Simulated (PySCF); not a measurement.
Compound: silylselanylsilane, H₆SeSi₂.
Bonds: Si1–Se2, Se2–Si3. Hydrogens: H4, H5, H6 on Si1; H7, H8, H9 on Si3.

Method: PBE0-D3(BJ)/def2-SVP geometry optimisation, gas phase in PySCF; density fitting, grid level 1; the optimiser is geomeTRIC in internal coordinates, started from a GFN2-xTB structure with every atom displaced at random (about 0.01 Å).

Step 0: E = -81176.1302 eV
```
atom  x, y, z in Å  |  force x, y, z in eV/Å
Si1     1.6711    0.5143    0.4101   -1.422   0.592  -0.511
Se2     0.0228    0.7766   -1.1847    0.160   0.138  -0.208
Si3    -1.6670   -0.5245   -0.3507    1.561   0.446   0.780
H4      2.0301   -0.8732    0.4903    0.418  -1.068   0.206
H5      2.7475    1.3501   -0.0915    0.632   0.375  -0.140
H6      1.1134    1.0194    1.6766    0.090   0.051   0.445
H7     -1.1359   -1.8898   -0.2191   -0.106  -0.489   0.059
H8     -2.7015   -0.3987   -1.3243   -1.056   0.014  -0.784
H9     -2.0228    0.0087    0.9868   -0.278  -0.059   0.153
```

Question: Estimate the geometry and energy of step 1. (The exact step hangs on the optimiser's Hessian estimate; all steps are aligned on step 0, rigid shifts and turns removed.)

Answer: E = -81176.2850 eV, largest force 0.518 eV/Å
```
atom  x, y, z in Å  |  force x, y, z in eV/Å
Si1     1.5472    0.5471    0.3796    0.385  -0.146  -0.092
Se2     0.0486    0.8251   -1.3130   -0.048  -0.031   0.182
Si3    -1.5272   -0.5089   -0.3421   -0.447   0.075  -0.252
H4      1.9096   -0.9021    0.5237   -0.069   0.104   0.018
H5      2.7469    1.3074   -0.0700    0.053   0.025   0.069
H6      1.0896    1.0562    1.7048   -0.125   0.034  -0.032
H7     -1.1296   -1.9436   -0.2514    0.116   0.008  -0.006
H8     -2.7067   -0.3712   -1.2527    0.031  -0.092   0.067
H9     -1.9205   -0.0272    1.0146    0.103   0.023   0.046
```

The energy changes by -0.1548 eV. The first-order estimate −F·Δx gives -0.4124 eV and the mean of the old and new forces, exact on a quadratic surface, -0.1482 eV. The step makes an angle of 66° with the force vector and moves no atom by more than 0.141 Å.

What follows is the cost of the whole optimisation. The run took 20 s on an Arm Neoverse V1 with one thread, on a shared host, and the process peaked at 0.40 GiB of memory.
